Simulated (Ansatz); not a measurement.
# Ligand exchange: C3H10OSi + H3NO → C2H8O2Si + CH5N

Species: C3H10OSi `CO[SiH](C)C`, singlet; H3NO (hydroxylamine) `NO`, singlet; C2H8O2Si `CO[SiH](C)O`, singlet; CH5N (methylamine) `CN`, singlet. The partners trade CH3 for OH: Si–CH3 and N–OH bonds give way to Si–OH and N–CH3.

Shapes, held fixed at every level: PBE0-D4/def2-TZVP. Flexible molecules stand in one conformer, not always the lowest. Programs: Ansatz 0.2.0. Electronic energies: no zero-point or thermal term.

| level | kind | ΔE (kJ/mol) | less CCSD(T)/CBS estimate |
| --- | --- | --- | --- |
| HF/def2-TZVPP | Hartree–Fock | -277.0 | -18.2 |
| PBE0-D4/def2-TZVPP | global hybrid | -245.3 | +13.5 |
| wB97M-V/def2-TZVPP | range-separated hybrid | -250.9 | +7.9 |
| wB97X-V/def2-TZVPP | range-separated hybrid | -247.9 | +10.9 |
| MP2/def2-TZVPP | perturbation theory | -266.9 | -8.1 |
| CCSD(T)/def2-TZVPP | coupled cluster or CI | -255.4 | +3.4 |
| CCSD/def2-TZVPP | coupled cluster or CI | -259.1 | -0.3 |
| CCSD(T)/CBS estimate | coupled cluster or CI | -258.8 | 0.0 |

The highest level, CCSD(T)/CBS estimate, gives ΔE = -258.8 kJ/mol; the levels span -277.0 to -245.3. The column of differences is taken from that level and isn't an error. No measured value is set beside it here. The CBS estimate extrapolates MP2 from def2-TZVPP and def2-QZVPP and adds CCSD(T) − MP2 in the triple-zeta set, cores frozen.
